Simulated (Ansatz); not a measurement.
`C[Se][AsH2]` and `C[Se][GaH2]` differ in one atom or group.

Ansatz, PBE0-D4/def2-TZVP geometries, multiplicity 1. 

Scalar relativity is left out up to krypton.

```
                                                                                  property  `C[Se][AsH2]`
                                                       HOMO–LUMO gap (PBE/def2-TZVPP) / eV           3.72
                                                       LUMO energy (B3LYP/def2-TZVPP) / eV          -0.98
                                          size of the dipole moment (B3LYP/def2-TZVPP) / D           1.03
                                            size of the dipole moment (PBE/def2-TZVPP) / D           0.98
ideal-gas entropy at 298 K and 1 bar (rigid rotor, harmonic PBE0-D4/def2-TZVP) / J/(mol·K)            339
                                                         LUMO energy (PBE/def2-TZVPP) / eV          -1.57
```

Task: What does the change do to each property? (An estimate is asked.)

Result: Computed: 
| property | `C[Se][GaH2]` | shift |
| --- | --- | --- |
| HOMO–LUMO gap (PBE/def2-TZVPP) / eV | 3.65 | -0.07 |
| LUMO energy (B3LYP/def2-TZVPP) / eV | -1.66 | -0.68 |
| size of the dipole moment (B3LYP/def2-TZVPP) / D | 1.30 | 0.27 |
| size of the dipole moment (PBE/def2-TZVPP) / D | 1.29 | 0.31 |
| ideal-gas entropy at 298 K and 1 bar (rigid rotor, harmonic PBE0-D4/def2-TZVP) / J/(mol·K) | 336 | -3 |
| LUMO energy (PBE/def2-TZVPP) / eV | -2.16 | -0.59 |

With PBE0 the HOMO falls by 0.41 eV and the LUMO falls by 0.67 eV, so the gap narrows by about 0.26 eV. PBE moves the HOMO by -0.52 eV and ωB97M-V by -0.35 eV. Dipoles are sizes alone; their direction can turn.

B3LYP here is the variant with VWN-RPA as its local correlation; programs differ in this.

Spin–orbit coupling is left out; it splits and shifts lone-pair levels of the heavy atoms by tenths of an eV.
